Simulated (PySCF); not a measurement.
# What builds the second ionisation energy along group 13

All values are computed (PySCF 2.14, energy differences of UHF-based or UKS calculations, no spin-orbit coupling). Each column adds one step, in eV (sums use unrounded values): valence MP2, valence CCSD, valence triples, then the next inner shell at CCSD(T) (B 1s, Al 2s 2p, Ga 3s 3p 3d). References (NIST) marked * lie between the lowest fine-structure levels; the others compare directly ((s) semi-empirical, (t) theoretical).

| element | UHF | + MP2 | + CCSD | + (T) | + inner shell | sum | reference |
| --- | --- | --- | --- | --- | --- | --- | --- |
| B [He] 2s2 → [He] 2s1 (x2c-QZVPPall, spin-free X2C) | 23.449 | 1.023 | 0.627 | 0.000 | 0.003 | 25.103 | 25.155 |
| Al [Ne] 3s2 → [Ne] 3s1 (x2c-QZVPPall, spin-free X2C) | 17.551 | 0.799 | 0.296 | 0.000 | 0.140 | 18.786 | 18.829 |
| Ga [Ar] 3d10 4s2 → [Ar] 3d10 4s1 (x2c-QZVPPall, spin-free X2C) | 18.750 | 0.743 | 0.267 | 0.000 | 0.666 | 20.426 | 20.515 |

What remains against the references is mostly basis incompleteness.

These are valence bases, so the inner-shell step is incomplete.
